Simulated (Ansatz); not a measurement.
`N#[C][GaH][F]` + `F[SiH](F)Cl` → `N#C[Si](F)(F)Cl` + `[F][GaH2]` at 298.15 K and 1 bar (formal exchange of groups at a C–Ga bond).

Calculated with Ansatz (gas phase, PBE0-D4/def2-TZVP geometries, no zero-point term in ΔE). CCSD(T)/CBS is the MP2 limit (def2-TZVPP, def2-QZVPP) plus CCSD(T) − MP2 in def2-TZVPP, frozen cores. For Ga outer-core shells are correlated without core-valence functions, which leaves a few kJ/mol of doubt a bond. Scalar relativity is left out up to krypton.

```tsv
species	CCSD(T)/CBS energy (Eh)	H − E (kJ/mol)	S (J/(mol·K))
`N#[C][GaH][F]`	-2117.11015	60.1	310.9
`F[SiH](F)Cl`	-949.23245	58.3	299.3
`N#C[Si](F)(F)Cl`	-1041.37860	64.0	344.4
`[F][GaH2]`	-2024.95631	51.0	253.1
```

H − E and S are ideal-gas, rigid-rotor, harmonic terms from PBE0-D4/def2-TZVP. 1 Eh = 2625.50 kJ/mol, R = 8.31446 J/(mol·K).

Q: By hand: ΔE, ΔH, ΔS and ΔG.

A: ΔE = (-1041.37860) + (-2024.95631) − (-2117.11015) − (-949.23245) = 0.00769 Eh = 20.2 kJ/mol. Δ(H − E) = 64.0 + 51.0 − 60.1 − 58.3 = -3.4, so ΔH = 16.8 kJ/mol. ΔS = 344.4 + 253.1 − 310.9 − 299.3 = -12.7 J/(mol·K). ΔG = 16.8 − 298.15 × (-12.7)/1000 = 20.6 kJ/mol.

Q: By hand: the equilibrium constant, and the temperature at which ΔG would vanish if ΔH and ΔS stayed fixed.

A: log₁₀ K = −ΔG/(RT ln 10) = -3.6. ΔH and −TΔS have one sign here, so there is no such temperature.

The number of gas molecules stays the same, so ΔS is small and ΔH decides. A doubt of 5 kJ/mol in ΔE shifts log₁₀ K by 0.9 here. These are equilibria of isolated gas molecules and say nothing of rates. Largest T1 diagnostic: 0.015 (customary marks: 0.02 for closed shells, 0.045 for open ones).
